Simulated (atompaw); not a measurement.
# u(r) = r·R(r): atom against pseudo-atom (holmium)

Columns: radius, all-electron u(r) and pseudo u(r) of the 6s shell (level -4.36 eV) of holmium in the configuration [Kr] 4d10 4f10 5s2 5p6 5d1 6s2 6p0; PBEsol, scalar-relativistic, PAW (atompaw) scheme, atompaw 4.2.0.5.

```
r (bohr)  all-electron   pseudo
   0.115       -0.0410  -0.1585
   0.231       -0.0497  -0.3056
   0.346        0.1342  -0.4276
   0.462        0.1445  -0.5180
   0.577        0.0271  -0.5699
   0.692       -0.1104  -0.5830
   0.808       -0.2118  -0.5592
   0.923       -0.2602  -0.5041
   1.038       -0.2613  -0.4251
   1.154       -0.2258  -0.3295
   1.269       -0.1662  -0.2272
   1.385       -0.0917  -0.1234
   1.500       -0.0114  -0.0250
   1.615        0.0696   0.0657
   1.731        0.1483   0.1483
   1.846        0.2208   0.2215
   1.962        0.2871   0.2873
   2.077        0.3453   0.3453
   2.192        0.3960   0.3960
   2.308        0.4396   0.4396
   2.423        0.4759   0.4759
   2.538        0.5057   0.5057
   2.654        0.5297   0.5297
   2.769        0.5482   0.5482
   2.885        0.5618   0.5618
   3.000        0.5710   0.5710
```

Task: How many radial nodes do the two functions have?

Result: The all-electron 6s function has n − l − 1 = 5 (the table is too coarse to show those close to the nucleus); the pseudo-wave has 1, since 1 lower shell of the same l stays in the valence.

Task: At about which radius was the pseudo-wave matched?

Result: 2.10 bohr. The columns agree to 0.0005 from 1.96 bohr on; several derivatives are matched, so the curves merge somewhat inside the radius.

Task: Is the pseudo-wave norm-conserving?

Result: No, it belongs to a PAW set: the norm inside the radius is not constrained, and the difference is carried by the augmentation charge.
